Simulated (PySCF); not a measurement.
A structure optimised at PBE-D3(BJ)/def2-TZVP, used in a PySCF frequency run:

```
O
O 1 1.2271
O 1 1.6257 2 111.34
H 3 0.9818 1 96.78 2 180.00
```
Charge 0, spin multiplicity 2.

Q: Write its SMILES, formula and point group.

A: [O]OO, HO3, Cs

Q: What are its rotational constants (standard atomic weights)?

A: 73.959, 10.362, 9.0888 GHz
